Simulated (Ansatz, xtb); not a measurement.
## Two isomers of C6H5BO

Structure I is `Bc1cc(C#C)co1`, a singlet and structure II is `Bc1occc1C#C`, a singlet. Both are isolated molecules in the gas phase, relaxed with B3LYP/def2-SVP; the shapes shown needn't be the lowest conformers.

I (Å):

```xyz
13

C    -0.7764   -1.7995   -1.1743
C    -1.4578   -0.9243   -0.3434
C    -0.5279   -0.3976    0.6036
C    -0.7663    0.5350    1.6520
C    -0.9788    1.3306    2.5434
C     0.6798   -0.9990    0.2787
B    -1.2178   -2.6502   -2.3500
O     0.5497   -1.8191   -0.7563
H    -2.3744   -2.6093   -2.6859
H    -0.4307   -3.3498   -2.9333
H    -2.5175   -0.6863   -0.4088
H    -1.1650    2.0345    3.3328
H     1.6696   -0.9053    0.7217
```

II (Å):

```xyz
13

C    -1.3782   -1.5372   -0.3095
C    -1.5779   -1.1704    1.8606
C    -0.5281   -0.3819    1.4641
C    -0.3896   -0.6113    0.0601
C     0.5730   -0.0098   -0.7954
C     1.4057    0.5184   -1.5033
B    -1.7518   -2.1792   -1.6322
O    -2.0873   -1.8539    0.8338
H    -2.6645   -2.9629   -1.6854
H    -1.1241   -1.8922   -2.6175
H    -2.0468   -1.3270    2.8306
H     0.0728    0.2785    2.0842
H     2.1382    0.9801   -2.1386
```

Problem. Which of the two would you expect CCSD(T)/def2-SVP + ΔMP2/def2-TZVPP electronic energies to favour?

Solution. Too close to call at this level: CCSD(T)/def2-SVP + ΔMP2/def2-TZVPP gives E(II) − E(I) = −0.005 eV.

How the difference moves with the method:

```tsv
level	geometry	E(II) − E(I) (eV)	departure from the last row (eV)	job, with rough time for the two
GFN2-xTB	GFN2-xTB	−0.042	−0.037	optimisation, 0.97 s
HF/STO-3G	GFN2-xTB	+0.010	+0.015	single point, 3.7 s
r2SCAN-D4/def2-SVP	GFN2-xTB	−0.026	−0.021	single point, 15 s
B3LYP/def2-SVP	B3LYP/def2-SVP	+0.002	+0.007	optimisation, 3 min
HF/def2-SVP	B3LYP/def2-SVP	+0.049	+0.054	part of the CCSD(T) run
MP2/def2-SVP	B3LYP/def2-SVP	−0.032	−0.027	part of the CCSD(T) run
CCSD(T)/def2-SVP	B3LYP/def2-SVP	−0.004	+0.001	single point
CCSD(T)/def2-SVP + ΔMP2/def2-TZVPP	B3LYP/def2-SVP	−0.005		single point, 3.4 min
```

As drawn, both hold the same kinds of bond in the same numbers.

The largest departure from CCSD(T)/def2-SVP + ΔMP2/def2-TZVPP is that of HF/def2-SVP, 0.054 eV. The last row adds to CCSD(T) the change of the MP2 difference between the two basis sets, here −0.001 eV.

With thermal terms from frequencies at re-optimised GFN2-xTB minima (ideal gas, soft modes damped towards free rotors, one conformer each, 298.15 K, 1 atm): on the last row, ΔE + ΔZPE = −0.003, ΔH = −0.004, ΔG = −0.002 eV.

The correlated steps freeze 8 core orbitals. Codes used: Ansatz 0.2.0, xtb 6.7.1; the last row on 2 threads of Intel(R) Xeon(R) Processor @ 2.50GHz (Skylake/Cascade Lake) on a shared host.
